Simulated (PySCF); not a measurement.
**V²⁰⁺: ionisation energy**

V²⁰⁺ [He] 2s1 (2S) → V²¹⁺ 1s2 (1S), as a difference of total energies. All numbers are calculated (PySCF 2.14, the spin-free X2C one-electron Hamiltonian (Gaussian nucleus), in an uncontracted even-tempered set (19 s from 4.2 bohr⁻², ratio 2.2; 8 p from 6.6 bohr⁻², ratio 2.4; 6 d from 20 bohr⁻², ratio 2.4; 5 f from 30 bohr⁻², ratio 2.4; 4 g from 44 bohr⁻², ratio 2.4)). Correlated levels: nothing frozen; virtual orbitals above 40 to 60 times the deepest correlated orbital energy dropped. The calculations carry no spin-orbit coupling.

| method | ionisation energy (eV) | difference from reference (eV) |
| --- | --- | --- |
| UHF | 1570.0 | +0.3 |
| LDA | 1567.8 | -1.9 |
| PBE | 1572.0 | +2.3 |
| PBE0 | 1571.6 | +1.9 |
| r2SCAN | 1569.0 | -0.7 |
| B2PLYP | 1571.5 | +1.8 |
| TPSS | 1571.6 | +1.9 |
| MP2 (all electrons) | 1570.2 | +0.5 |
| SCS-MP2 (all electrons) | 1570.1 | +0.4 |

Reference: 1569.7 eV (theoretical estimate listed by NIST; NIST Atomic Spectra Database, ionization energies).
